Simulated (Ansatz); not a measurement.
Cartesian coordinates (Å):
SMILES: [SiH3]Cl
```xyz
5

Si    -0.1270     0.0113    -0.0054
Cl     1.9186    -0.1700     0.0821
H     -0.6518    -1.0065    -0.9424
H     -0.4608     1.3707    -0.4844
H     -0.6790    -0.2056     1.3500
```
Charge 0, multiplicity 1.

All values below come from frozen-core CCSD(T)/cc-pVQZ // r2SCAN-D4/def2-TZVP (Ansatz, a program for electronic structure).

- HF energy: -750.26754 Ha
- MP2 correlation energy: -0.34839 Ha

Q: Estimate the CCSD correlation energy, the (T) correction, the total energy and the T1 diagnostic.

A: 
```yaml
CCSD correlation energy: -0.38334 Ha
"(T) correction": -0.01483 Ha
CCSD(T) total energy: -750.66571 Ha
T1 diagnostic: 0.009
```
